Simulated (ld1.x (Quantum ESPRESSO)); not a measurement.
Reading a pseudo-wave (C)

Columns: radius, all-electron u(r) and pseudo u(r) of the 2s shell (level -13.89 eV) of carbon in the configuration [He] 2s1.75 2p2.25; revPBE, non-relativistic, ultrasoft scheme, ld1.x (Quantum ESPRESSO) 7.5.

| r (bohr) | all-electron | pseudo |
| --- | --- | --- |
| 0.088 | 0.3150 | -0.1138 |
| 0.175 | 0.3347 | -0.2238 |
| 0.262 | 0.2212 | -0.3289 |
| 0.350 | 0.0538 | -0.4279 |
| 0.438 | -0.1233 | -0.5179 |
| 0.525 | -0.2867 | -0.5964 |
| 0.612 | -0.4293 | -0.6637 |
| 0.700 | -0.5495 | -0.7198 |
| 0.788 | -0.6452 | -0.7639 |
| 0.875 | -0.7169 | -0.7962 |
| 0.962 | -0.7677 | -0.8178 |
| 1.050 | -0.8007 | -0.8298 |
| 1.138 | -0.8180 | -0.8331 |
| 1.225 | -0.8222 | -0.8289 |
| 1.312 | -0.8161 | -0.8183 |
| 1.400 | -0.8016 | -0.8020 |
| 1.487 | -0.7809 | -0.7809 |
| 1.575 | -0.7550 | -0.7550 |
| 1.662 | -0.7260 | -0.7260 |
| 1.750 | -0.6941 | -0.6941 |
| 1.838 | -0.6607 | -0.6607 |
| 1.925 | -0.6270 | -0.6270 |
| 2.012 | -0.5930 | -0.5930 |
| 2.100 | -0.5588 | -0.5588 |
| 2.188 | -0.5253 | -0.5253 |
| 2.275 | -0.4930 | -0.4930 |

Problem. How many radial nodes do the two functions have?

Solution. The all-electron 2s function has n − l − 1 = 1; the pseudo-wave has 0, since the states of the same l below it are removed with the core.

Problem. At about which radius was the pseudo-wave matched?

Solution. 1.50 bohr. The columns agree to 0.0005 from 1.40 bohr on; several derivatives are matched, so the curves merge somewhat inside the radius.

Problem. Is the pseudo-wave norm-conserving?

Solution. No, it belongs to an ultrasoft set: the norm inside the radius is not constrained, and the difference is carried by the augmentation charge.
